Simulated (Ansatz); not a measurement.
Wavefunction ladder for Br₃HOTi, SMILES `[OH][Ti]([Br])([Br])[Br]`

Cartesian coordinates in Å:
```
O 0.050 1.022 -0.972
Ti -0.006 -0.313 0.144
Br 0.072 -2.326 -1.035
Br 1.808 -0.165 1.603
Br -1.976 -0.186 1.388
H 0.052 1.967 -1.128
```

Total charge 0; spin multiplicity 1. Correlated methods include outer-core shells of Br, Ti, which these sets cover unevenly. Scalar relativity is left out up to krypton. The structure was optimised at the PBE0-D4/def2-TZVP level. It is one conformer, not always the lowest. Frozen core, restricted reference, Ansatz 0.2.0.

```csv
basis,HF (Eh),MP2 corr.
def2-SVP,-8640.20721,-1.21359
def2-TZVPP,-8641.38054,-1.51311
def2-QZVPP,-8641.54711,-2.52148
```

(1) Estimate the CCSD correlation energy and the (T) correction in each basis where they were run (hartree).

Results:

(1) 
| basis | CCSD corr. | (T) |
| --- | --- | --- |
| def2-SVP | -1.19107 | -0.05381 |
